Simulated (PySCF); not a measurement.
C5H4F2.

```xyz
11

F      1.4429    -1.4835     0.0000
C      0.6760    -0.3959     0.0000
C     -0.6729    -0.3461     0.0000
F     -1.5276    -1.3659     0.0000
C     -1.1190     1.0825     0.0000
C      0.1852     1.8416     0.0000
C      1.2144     0.9662     0.0000
H     -1.7367     1.3177     0.8862
H     -1.7367     1.3177    -0.8862
H      0.2519     2.9290     0.0000
H      2.2815     1.1906     0.0000
```
Charge 0, spin multiplicity 1.

The structure is a stationary point at B3LYP-D3(BJ)/def2-SVP. One conformer was computed; it need not be the lowest.

Level of theory: PBE0/pcSseg-1 (PySCF). Non-relativistic, no solvent.

Computed absolute GIAO shielding of each atom: isotropic value and principal components (ppm):
```
atom  σ(iso)    σ11    σ22    σ33   span
----  ------  -----  -----  -----  -----
F1     328.9  240.0  307.6  439.0  199.0
C2      34.7  -27.5   58.0   73.7  101.2
C3      31.2  -24.3   45.5   72.3   96.6
F4     326.8  239.0  276.7  464.6  225.6
C5     146.3  138.2  144.1  156.8   18.6
C6      57.9  -54.7   64.4  164.0  218.7
C7      47.7  -55.1   57.4  140.9  196.0
H8      28.2   24.2   26.4   34.0    9.8
H9      28.2   24.2   26.4   34.0    9.8
H10     25.3   23.9   25.2   26.8    2.8
H11     24.7   23.6   24.0   26.7    3.1
```
